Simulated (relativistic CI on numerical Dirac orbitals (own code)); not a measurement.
**Energy levels of Ho LXIV**

Computed by Dirac-Coulomb-Breit CI, orbitals from a KLI potential per configuration, model QED, unscaled Slater integrals (own radial code, finite nucleus).

CI space (outside the closed core 1s2): 2s2, 2s 2p, 2p2, 2p 3s, 2p 3p, 2s 3s, 2s 3p, 2s 3d, 2s 4s, 2s 4p, 2s 4d, 2s 4f, 3s2, 3s 3p, 3p2. Levels of other configurations are missing.

```csv
No.,Configuration,Term,J,E (Ry),%,Next component (%),jj configuration (%)
1,2s2,1S,0,0.000,98,1 2p2 1S,closed (98)
2,2s 2p,3P°,0,10.687,100,,2s 2p1/2 (100)
3,2s 2p,3P°,1,12.938,72,28 1P°,2s 2p1/2 (100)
4,2p2,3P,0,30.480,68,30 1S,2p1/2^2 (98)
5,2s 2p,3P°,2,80.178,100,,2s 2p3/2 (100)
6,2s 2p,1P°,1,86.144,72,28 3P°,2s 2p3/2 (100)
7,2p2,3P,1,97.141,100,,2p1/2 2p3/2 (100)
8,2p2,1D,2,98.451,65,35 3P,2p1/2 2p3/2 (100)
9,2p2,3P,2,167.455,65,35 1D,2p3/2^2 (100)
10,2p2,1S,0,171.962,69,31 3P,2p3/2^2 (100)
11,2s 3s,3S,1,643.018,100,,2s 3s (100)
12,2s 3s,1S,0,645.179,99,1 2p 3p 1S,2s 3s (99)
13,2s 3p,3P°,0,648.123,100,,2s 3p1/2 (100)
14,2s 3p,3P°,1,648.171,67,33 1P°,2s 3p1/2 (99)
15,2p 3s,3P°,0,656.422,100,,2p1/2 3s (100)
16,2p 3s,3P°,1,656.494,66,32 1P°,2p1/2 3s (98)
17,2p 3p,3D,1,659.498,74,22 1P,2p1/2 3p1/2 (99)
18,2p 3p,3P,0,662.977,68,31 1S,2p1/2 3p1/2 (99)
19,2s 3p,3P°,2,668.615,100,,2s 3p3/2 (100)
20,2s 3p,1P°,1,669.194,67,31 3P°,2s 3p3/2 (98)
21,2s 3d,3D,1,670.906,99,,2s 3d3/2 (99)
22,2s 3d,3D,2,671.249,72,27 1D,2s 3d3/2 (98)
23,2s 3d,3D,3,676.558,100,,2s 3d5/2 (100)
24,2s 3d,1D,2,677.586,70,25 3D,2s 3d5/2 (93)
25,2p 3p,3P,1,681.442,48,30 3S,2p1/2 3p3/2 (100)
26,2p 3p,3D,2,681.697,50,30 1D,2p1/2 3p3/2 (95)
27,2p 3s,3P°,2,726.837,100,,2p3/2 3s (100)
28,2p 3s,1P°,1,727.518,67,33 3P°,2p3/2 3s (100)
29,2p 3p,3P,1,731.338,52,27 3S,2p3/2 3p1/2 (100)
30,2p 3p,3D,2,731.472,47,34 1D,2p3/2 3p1/2 (100)
31,2p 3p,3D,3,750.771,100,,2p3/2 3p3/2 (100)
32,2p 3p,1P,1,750.827,54,39 3S,2p3/2 3p3/2 (100)
33,2p 3p,3P,2,752.878,65,35 1D,2p3/2 3p3/2 (100)
34,2p 3p,1S,0,754.743,68,32 3P,2p3/2 3p3/2 (100)
35,2s 4s,3S,1,863.503,100,,2s 4s (100)
36,2s 4s,1S,0,864.287,100,,2s 4s (100)
37,2s 4p,3P°,0,865.492,100,,2s 4p1/2 (100)
38,2s 4p,3P°,1,865.529,68,32 1P°,2s 4p1/2 (100)
39,2s 4p,3P°,2,874.056,100,,2s 4p3/2 (100)
40,2s 4p,1P°,1,874.215,68,32 3P°,2s 4p3/2 (100)
41,2s 4d,3D,1,874.963,100,,2s 4d3/2 (100)
42,2s 4d,3D,2,875.113,70,30 1D,2s 4d3/2 (99)
43,2s 4d,3D,3,877.402,100,,2s 4d5/2 (100)
44,2s 4d,1D,2,877.797,70,30 3D,2s 4d5/2 (99)
45,2s 4f,3F°,2,877.996,100,,2s 4f5/2 (100)
```

Energies count from the lowest computed level; ° marks odd parity. Filled j subshells are mostly left out of the jj labels.

The mean weight of the leading LS term, summed over parents, in these 45 levels is 80 %, and that of the leading jj configuration (from the same eigenvectors) 99 %, so jj coupling describes them better and the LS labels are nominal.

At this charge energies of transitions that change n are usually good to better than 1 %, and those within a shell (Δn = 0) to a few per cent.

LS names give the leading component of a level, which can be under half, so a name can repeat, a term be missing and a line seem to break the LS rules.
